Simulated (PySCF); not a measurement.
# Name the molecule from its bond curve

A diatomic of charge 0 contains Gd. Its octet curve at PBE0 in a double-zeta basis (spin-free X2C with a Gaussian nucleus, PySCF), in eV from the separated fragments:

| R (Å) | E (eV) |
| --- | --- |
| 1.680 | -5.380 |
| 1.758 | -6.138 |
| 1.836 | -6.554 |
| 1.894 | -6.699 |
| 1.953 | -6.737 |
| 2.012 | -6.691 |
| 2.090 | -6.535 |
| 2.187 | -6.236 |
| 2.304 | -5.790 |
| 2.461 | -5.135 |

The fit gives ωe = 629 cm⁻¹ and the rotational constant Bₑ = 0.2621 cm⁻¹.

Q: Which atom is the partner?

A: The minimum lies at 1.948 Å, so the reduced mass is 16.8576 u Å² cm⁻¹/(Bₑ·Re²) = 16.95 u. With Gd at 157.92 u the partner weighs about 19.0 u: F. The molecule is GdF.

Spin–orbit coupling is left out. With d or f electrons several states lie close, and the lowest PBE0 determinant need not be the measured ground state.
